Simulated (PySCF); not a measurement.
**Computed NMR parameters against published values**

Mapped SMILES: `[O:1]=[S:2](=[O:3])([Cl:4])[c:5]1[cH:6][cH:7][cH:8][cH:9][cH:10]1`. Each H is labelled by its parent atom.

Published estimates (parent shift plus substituent increments) and measurements: δ $^{13}$C C8 135.3; C7/C9 129.7; C6/C10 126.8; δ $^{1}$H H(C6)/H(C10) 8.02; H(C8) 7.71; H(C7)/H(C9) 7.61 ppm (estimated from measurements, as parent shift plus tabulated substituent increment; solution, not stated per compound (mostly CDCl3 or CCl4); Pretsch, Buehlmann, Badertscher, Structure Determination of Organic Compounds, 4th ed. (2009)).

PySCF 2.14 calculation with σ from GIAO-PBE0/pcSseg-1 and GFN2-xTB geometry; gas phase, rapidly exchanging positions averaged, non-relativistic, one computed conformer.

Problem. How close does the calculation come?

Solution. 
Reference values: estimated from measurements, as parent shift plus tabulated substituent increment (solution, not stated per compound (mostly CDCl3 or CCl4); Pretsch, Buehlmann, Badertscher, Structure Determination of Organic Compounds, 4th ed. (2009)).
```json
{"atoms": "C8", "quantity": "δ $^{13}$C", "reference": "135.3", "computed": "140.7", "computed, scaled": "135.0"}
{"atoms": "C7/C9", "quantity": "δ $^{13}$C", "reference": "129.7", "computed": "135.2", "computed, scaled": "129.6"}
{"atoms": "C6/C10", "quantity": "δ $^{13}$C", "reference": "126.8", "computed": "131.5", "computed, scaled": "125.9"}
{"atoms": "H(C6)/H(C10)", "quantity": "δ $^{1}$H", "reference": "8.02", "computed": "8.28", "computed, scaled": "7.90"}
{"atoms": "H(C8)", "quantity": "δ $^{1}$H", "reference": "7.71", "computed": "7.96", "computed, scaled": "7.60"}
{"atoms": "H(C7)/H(C9)", "quantity": "δ $^{1}$H", "reference": "7.61", "computed": "7.90", "computed, scaled": "7.54"}
```

Computed shifts are σ(ref) − σ with the named reference compound (TMS for H and C) calculated as an isolated molecule at the same level. The measured values may be among those fitted. Expected solution values come from regression of measured δ (H and C: mostly CDCl3, vs TMS) on computed σ: $^{13}$C (scatter 2.1 ppm rms, 2.3 ppm with the 13 outliers that the fit left out); $^{1}$H (scatter 0.17 ppm rms, 0.18 ppm with the 4 outliers that the fit left out). Occasional misses reach two or three times the rms, and more in compound classes unlike the fitted ones.

Problem. How far are the unscaled $^{13}$C shifts from the references?

Solution. Mean signed difference +5.20 ppm, mean absolute 5.20 ppm over 3 comparisons; the largest is +5.5 ppm at C7/C9 (aromatic CH).

Problem. How far are the unscaled $^{1}$H shifts from the references?

Solution. Mean signed difference +0.27 ppm, mean absolute 0.27 ppm over 3 comparisons; the largest is +0.29 ppm at H(C7)/H(C9) (hydrogen on an aromatic CH).
